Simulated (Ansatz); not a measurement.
A nudged elastic band was laid between two geometries of BrH + Cl3HOSn (8 atoms, charge 0, multiplicity 1).

Theory: RKS PBE-D4/def2-SVP in Ansatz.

* movable images: 9
* climbing image: yes
* spring: 5.0 eV/Å²
* optimiser: quadratic models (default)
* start path: through a guess of the saddle point
* force threshold: 0.03 eV/Å
* iteration limit: 60
* end points: relaxed

Image 0:

```xyz
8
Properties=species:S:1:pos:R:3
Sn -0.104 0.125 -0.115
O 0.099 -0.051 1.882
H -0.778 -0.028 2.320
Cl 2.051 0.365 -0.961
Cl -1.385 2.049 -0.513
Cl -1.227 -1.716 -1.017
Br 1.689 -2.839 1.881
H 0.980 -1.577 2.126
```

Image 10:

```xyz
8
Properties=species:S:1:pos:R:3
Sn 0.071 -0.696 -0.118
O 0.751 0.226 2.054
H -0.081 0.694 2.294
Cl 2.004 0.415 -0.858
Cl -1.783 0.680 0.495
Cl -0.762 -1.610 -2.136
Br 0.354 -2.810 1.242
H 0.772 -0.570 2.630
```

(1) What changes between the two ends?

(2) Give the energies along the band, and the barrier.

(3) What is the geometry of the highest image?

(4) What are the harmonic wavenumbers there?

Results:

(1) Bonds broken: Br7–H8. Bonds formed: Sn1–Br7, O2–H8. BrH + Cl3HOSn becomes BrCl3H2OSn.

(2) The run converged. The highest image is number 2 of 0 to 10, 0.027 eV above the first end and 1.051 eV above the last; the last end lies 1.023 eV below the first. A vibrational analysis at the climbing image gives one clearly imaginary mode, 103i cm⁻¹: a first-order saddle point. The orbitals stay closed-shell, which can raise the energy where a bond breaks towards radicals; this wasn't checked here.

```json
{"image": "0", "path coordinate (Å)": "0.00", "energy (eV)": "0.000", "Br7–H8 (Å)": "1.47", "Sn1–Br7 (Å)": "4.00", "O2–H8 (Å)": "1.78"}
{"image": "1", "path coordinate (Å)": "0.49", "energy (eV)": "0.006", "Br7–H8 (Å)": "1.47", "Sn1–Br7 (Å)": "3.66", "O2–H8 (Å)": "1.74"}
{"image": "2", "path coordinate (Å)": "0.98", "energy (eV)": "0.027", "Br7–H8 (Å)": "1.53", "Sn1–Br7 (Å)": "3.16", "O2–H8 (Å)": "1.52"}
{"image": "3", "path coordinate (Å)": "1.42", "energy (eV)": "-0.175", "Br7–H8 (Å)": "1.81", "Sn1–Br7 (Å)": "2.91", "O2–H8 (Å)": "1.15"}
{"image": "4", "path coordinate (Å)": "1.86", "energy (eV)": "-0.604", "Br7–H8 (Å)": "2.15", "Sn1–Br7 (Å)": "2.68", "O2–H8 (Å)": "1.01"}
{"image": "5", "path coordinate (Å)": "2.30", "energy (eV)": "-0.727", "Br7–H8 (Å)": "2.46", "Sn1–Br7 (Å)": "2.58", "O2–H8 (Å)": "0.99"}
{"image": "6", "path coordinate (Å)": "2.75", "energy (eV)": "-0.780", "Br7–H8 (Å)": "2.57", "Sn1–Br7 (Å)": "2.57", "O2–H8 (Å)": "0.98"}
{"image": "7", "path coordinate (Å)": "3.19", "energy (eV)": "-0.846", "Br7–H8 (Å)": "2.61", "Sn1–Br7 (Å)": "2.55", "O2–H8 (Å)": "0.98"}
{"image": "8", "path coordinate (Å)": "3.63", "energy (eV)": "-0.923", "Br7–H8 (Å)": "2.62", "Sn1–Br7 (Å)": "2.54", "O2–H8 (Å)": "0.98"}
{"image": "9", "path coordinate (Å)": "4.07", "energy (eV)": "-0.993", "Br7–H8 (Å)": "2.63", "Sn1–Br7 (Å)": "2.54", "O2–H8 (Å)": "0.98"}
{"image": "10", "path coordinate (Å)": "4.51", "energy (eV)": "-1.023", "Br7–H8 (Å)": "2.67", "Sn1–Br7 (Å)": "2.53", "O2–H8 (Å)": "0.98"}
```

(3) 
```xyz
8
Properties=species:S:1:pos:R:3
Sn 0.058 -0.147 -0.027
O 0.071 -0.114 2.020
H -0.737 0.300 2.392
Cl 2.130 0.380 -0.971
Cl -1.300 1.764 -0.322
Cl -1.161 -1.850 -1.082
Br 1.523 -2.540 1.418
H 0.742 -1.465 2.174
```

(4) 103i, 51, 65, 93, 97, 122, 126, 160, 278, 342, 370, 392, 544, 593, 693, 955, 1690, 3659 cm⁻¹.

The run took 85 s on 4 threads of AMD EPYC 9R45 96-Core Processor (Zen 5), with other jobs on the host, peak memory 0.24 GiB.
